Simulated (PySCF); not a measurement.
# Correlation energy of F²⁺ (fluorine, charge +2)

[He] 2s1 2p4, high-spin 4P determinant (an excited configuration). Calculation: PySCF 2.14, in aug-cc-pCVTZ-DK with one added diffuse shell each of s, p, d, f type (8s7p5d3f, 75 functions); scalar relativity by spin-free X2C-1e. Frozen: nothing; 7 electrons correlated.

MP2 pair energies summed by pair of shells (mhartree):

```tsv
pair	energy	share (%)
2p-2p	-86.28	55.0
1s-1s	-35.80	22.8
1s-2p	-16.29	10.4
2s-2p	-15.73	10.0
1s-2s	-2.77	1.8
```

Total MP2 correlation energy: -156.87 mhartree.

Same-spin part -38.19 and opposite-spin part -118.69 mhartree; SCS-MP2 scales them by 1/3 and 6/5 to -155.15 mhartree.
